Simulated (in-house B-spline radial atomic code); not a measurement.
The numbers below are computed, except where a source is named.
**Work functions and surface energies across electron densities: Be, Al, Ga, In, Tl, Mg, Cu, Au, Li, Sr, Rb**

The positive ions are smeared into a uniform slab; the electrons are solved self-consistently in the LDA (PW92) on a fine grid across the film. Stabilised jellium adds, inside the slab, the constant potential −n de/dn that makes the bulk stable at the metal's density. No lattice, so no dependence on crystal face. Atomic units unless named.

Thick-film averages; measured work functions from the table in Wikipedia's article on work functions.

```json
{"metal": "Be", "r_s (bohr)": "1.87", "Φ jellium (eV)": "3.82", "Φ stabilised (eV)": "4.39", "Φ measured (eV)": "4.98", "σ jellium (J/m²)": "-1.561", "σ stabilised (J/m²)": "1.090"}
{"metal": "Al", "r_s (bohr)": "2.07", "Φ jellium (eV)": "3.77", "Φ stabilised (eV)": "4.26", "Φ measured (eV)": "4.06 to 4.26", "σ jellium (J/m²)": "-0.608", "σ stabilised (J/m²)": "0.922"}
{"metal": "Ga", "r_s (bohr)": "2.19", "Φ jellium (eV)": "3.73", "Φ stabilised (eV)": "4.17", "Φ measured (eV)": "4.32", "σ jellium (J/m²)": "-0.294", "σ stabilised (J/m²)": "0.825"}
{"metal": "In", "r_s (bohr)": "2.41", "Φ jellium (eV)": "3.64", "Φ stabilised (eV)": "4.00", "Φ measured (eV)": "4.09", "σ jellium (J/m²)": "0.022", "σ stabilised (J/m²)": "0.668"}
{"metal": "Tl", "r_s (bohr)": "2.49", "Φ jellium (eV)": "3.60", "Φ stabilised (eV)": "3.93", "Φ measured (eV)": "about 3.84", "σ jellium (J/m²)": "0.086", "σ stabilised (J/m²)": "0.619"}
{"metal": "Mg", "r_s (bohr)": "2.65", "Φ jellium (eV)": "3.53", "Φ stabilised (eV)": "3.81", "Φ measured (eV)": "3.66", "σ jellium (J/m²)": "0.167", "σ stabilised (J/m²)": "0.531"}
{"metal": "Cu", "r_s (bohr)": "2.67", "Φ jellium (eV)": "3.52", "Φ stabilised (eV)": "3.79", "Φ measured (eV)": "4.53 to 5.10", "σ jellium (J/m²)": "0.174", "σ stabilised (J/m²)": "0.521"}
{"metal": "Au", "r_s (bohr)": "3.01", "Φ jellium (eV)": "3.35", "Φ stabilised (eV)": "3.54", "Φ measured (eV)": "5.10 to 5.47", "σ jellium (J/m²)": "0.225", "σ stabilised (J/m²)": "0.381"}
{"metal": "Li", "r_s (bohr)": "3.26", "Φ jellium (eV)": "3.23", "Φ stabilised (eV)": "3.37", "Φ measured (eV)": "2.9", "σ jellium (J/m²)": "0.220", "σ stabilised (J/m²)": "0.306"}
{"metal": "Sr", "r_s (bohr)": "3.54", "Φ jellium (eV)": "3.10", "Φ stabilised (eV)": "3.19", "Φ measured (eV)": "about 2.59", "σ jellium (J/m²)": "0.202", "σ stabilised (J/m²)": "0.243"}
{"metal": "Rb", "r_s (bohr)": "5.31", "Φ jellium (eV)": "2.44", "Φ stabilised (eV)": "2.36", "Φ measured (eV)": "2.261", "σ jellium (J/m²)": "0.083", "σ stabilised (J/m²)": "0.072"}
```

(1) Where do the two models part, and which lies nearer to measurement?

Results:

(1) They differ by +0.57 eV for Be and -0.08 eV for Rb; the stabilising potential vanishes near r_s = 4.2, where jellium is in equilibrium. Against the middle of the measured ranges the mean absolute misses are 0.66 eV (jellium) and 0.46 eV (stabilised). The largest miss of the stabilised model is -1.74 eV, for Au, a noble metal whose d shell the model lacks. Plain jellium has a negative surface energy for Be, Al, Ga.
